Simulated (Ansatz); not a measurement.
Reaction (cleavage of the Si–Si bond): `F[Si@@H](Cl)[Si@@H](F)Cl` + `N=C=O` → `O=C=N[SiH](F)Cl` + `F[SiH2]Cl`

Isolated molecules relaxed with PBE0-D4/def2-TZVP in Ansatz; ΔE leaves out vibrations. CBS: MP2 limit from def2 TZ/QZ plus the TZ coupled-cluster correction, frozen cores. This one scheme is used for every species. DFT in def2-TZVPP. B3LYP here is the variant with VWN-RPA as its local correlation; programs differ in this. HSE06 is defined as in plane-wave codes. Each species was taken in one conformer, which may not be the lowest.

Is it downhill or uphill in electronic energy at CCSD(T)/CBS, and by how much? (Estimate.)

Computed: Downhill: ΔE = -123.0 kJ/mol.

What do these levels give: PBE-D4, PBE0-D4, B3LYP-D4, r2SCANh-D4, r2SCAN0-D4, HSE06-D4, ωB97M-V, PBE-QIDH, CCSD(T)/def2-TZVPP, MP2/def2-QZVPP, HF/CBS(def2), MP2/CBS(def2)? (Best estimate.)

Computed: PBE-D4 -95.5, PBE0-D4 -107.7, B3LYP-D4 -116.5, r2SCANh-D4 -119.5, r2SCAN0-D4 -123.2, HSE06-D4 -107.7, ωB97M-V -124.4, PBE-QIDH -124.8, CCSD(T)/def2-TZVPP -125.8, MP2/def2-QZVPP -133.5, HF/CBS(def2) -151.7, MP2/CBS(def2) -131.8 kJ/mol.

What do rigid-rotor, harmonic-oscillator terms from PBE0-D4/def2-TZVP frequencies (298.15 K, 1 bar) make of the CCSD(T)/CBS value? (Best estimate.)

Ansatz gave: ΔZPE = +1.1 kJ/mol, ΔH = -124.5 kJ/mol, ΔS = 13 J/(mol·K), ΔG = -128.4 kJ/mol. Modes under 50 cm⁻¹ make the entropy rough.

Largest T1 diagnostic among the species: 0.018.

From BLYP to BHLYP (50 % exact exchange), in def2-TZVPP and without D4, ΔE moves by −22.9 kJ/mol. At CCSD(T), def2-SVP lies −5.3 kJ/mol from the extrapolated value and def2-TZVPP −2.8 kJ/mol.
